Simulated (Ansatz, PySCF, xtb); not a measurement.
Process, species as SMILES: N[Si](N)(N)Br + 4 [H][H] (H2) -> Br (HBr) + 3 N (NH3) + [SiH4] (SiH4)
Structures are relaxed separately at B3LYP-D3(BJ)/def2-TZVP in Ansatz (a first-principles code), one conformer each, not searched for the lowest. Frequencies are from Ansatz or PySCF.

Quantity: energy of full hydrogenation (0 K, with B3LYP-D3(BJ) harmonic zero-point energies), in kcal/mol. Cores are frozen in the correlated levels unless marked. Spin-orbit coupling is left out. Frozen are the shells of the preceding noble gas and the d and f shells that filled before the atom's block. No relativistic terms. CBS(X,Y): correlation extrapolated as X^-3; Hartree-Fock from the larger set. The bracket is a focal-point correction in the basis named.

```json
[
 {"level": "GFN1-xTB", "program": "xtb", "energy of full hydrogenation (kcal/mol)": "-4.9", "minus last row": "-66.4"},
 {"level": "HF/6-31G*", "program": "Ansatz", "energy of full hydrogenation (kcal/mol)": "46.2", "minus last row": "-15.3"},
 {"level": "HF/def2-TZVPPD", "program": "Ansatz", "energy of full hydrogenation (kcal/mol)": "48.0", "minus last row": "-13.5"},
 {"level": "PBE/def2-TZVPD", "program": "Ansatz", "energy of full hydrogenation (kcal/mol)": "53.9", "minus last row": "-7.6"},
 {"level": "r2SCAN-D4/def2-TZVPD", "program": "Ansatz + dftd4", "energy of full hydrogenation (kcal/mol)": "65.1", "minus last row": "3.6"},
 {"level": "B97M-V/def2-TZVPD", "program": "Ansatz", "energy of full hydrogenation (kcal/mol)": "58.2", "minus last row": "-3.3"},
 {"level": "B3LYP-D3(BJ)/def2-TZVPD", "program": "Ansatz + dftd3", "energy of full hydrogenation (kcal/mol)": "59.9", "minus last row": "-1.6"},
 {"level": "B3LYP-D4/def2-TZVPD", "program": "Ansatz + dftd4", "energy of full hydrogenation (kcal/mol)": "60.7", "minus last row": "-0.8"},
 {"level": "PBE0/def2-SVP", "program": "Ansatz", "energy of full hydrogenation (kcal/mol)": "50.8", "minus last row": "-10.7"},
 {"level": "BHLYP-D3(BJ)/def2-TZVPD", "program": "Ansatz + dftd3", "energy of full hydrogenation (kcal/mol)": "60.3", "minus last row": "-1.2"},
 {"level": "r2SCANh-D4/def2-TZVPD", "program": "Ansatz + dftd4", "energy of full hydrogenation (kcal/mol)": "64.6", "minus last row": "3.1"},
 {"level": "HSE06-D3(BJ)/def2-TZVPD", "program": "Ansatz + dftd3", "energy of full hydrogenation (kcal/mol)": "58.2", "minus last row": "-3.3"},
 {"level": "PBE-QIDH/def2-TZVPD", "program": "Ansatz", "energy of full hydrogenation (kcal/mol)": "62.4", "minus last row": "0.9"},
 {"level": "MP2/STO-3G", "program": "Ansatz", "energy of full hydrogenation (kcal/mol)": "56.0", "minus last row": "-5.5"},
 {"level": "MP2/def2-SVP", "program": "Ansatz", "energy of full hydrogenation (kcal/mol)": "54.6", "minus last row": "-6.9"},
 {"level": "MP2/def2-SVPD", "program": "Ansatz", "energy of full hydrogenation (kcal/mol)": "51.6", "minus last row": "-9.9"},
 {"level": "MP2/def2-TZVPP", "program": "Ansatz", "energy of full hydrogenation (kcal/mol)": "66.0", "minus last row": "4.5"},
 {"level": "SCS-MP2/def2-SVPD", "program": "Ansatz", "energy of full hydrogenation (kcal/mol)": "46.9", "minus last row": "-14.6"},
 {"level": "CCSD/def2-SVP", "program": "Ansatz", "energy of full hydrogenation (kcal/mol)": "44.6", "minus last row": "-16.9"},
 {"level": "RI-MP2/CBS(def2-TZVPPD,def2-QZVPPD)+[CCSD(T)-MP2]/def2-SVPD", "program": "Ansatz", "energy of full hydrogenation (kcal/mol)": "60.7", "minus last row": "-0.8"},
 {"level": "RI-MP2/CBS(def2-TZVPPD,def2-QZVPPD)+[CCSD(T)-MP2]/def2-TZVPPD", "program": "Ansatz", "energy of full hydrogenation (kcal/mol)": "61.5", "minus last row": "0.0"}
]
```
